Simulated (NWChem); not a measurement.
Molecule: C2H4O3Si; SMILES O[Si]1(O)C=CO1

```xyz
10

O      1.2483     1.3842     0.1780
Si    -0.0310     0.3487     0.1002
O     -1.3550     1.2873    -0.1148
C     -0.1984    -1.1883     1.0752
C      0.0075    -1.7911    -0.1166
O      0.2052    -0.8778    -1.1187
H      2.1278     0.9951     0.1929
H     -1.2033     2.1565    -0.4991
H     -0.3970    -1.6348     2.0454
H      0.0382    -2.8494    -0.4047
```
Atoms are numbered in this order, from 1.

All runs: NWChem. Pople sets run with spherical d functions. Coordinates come from a PBE0/def2-SVP optimisation. Atomic charges in e: unrestrained fits to the electrostatic potential beside Mulliken populations; buried atoms are poorly determined by the fit.

For level B3LYP/def2-SVP:

```yaml
ESP O1: -0.73
Mulliken O1: -0.38
ESP Si2: 1.24
Mulliken Si2: 0.80
ESP O3: -0.70
Mulliken O3: -0.36
ESP C4: -0.73
Mulliken C4: -0.28
```

**Question.** What are these values for level Hartree-Fock/6-31G*?

**Answer.** 
* **ESP O1**: -0.84
* **Mulliken O1**: -0.88
* **ESP Si2**: 1.47
* **Mulliken Si2**: 1.46
* **ESP O3**: -0.82
* **Mulliken O3**: -0.87
* **ESP C4**: -0.83
* **Mulliken C4**: -0.57
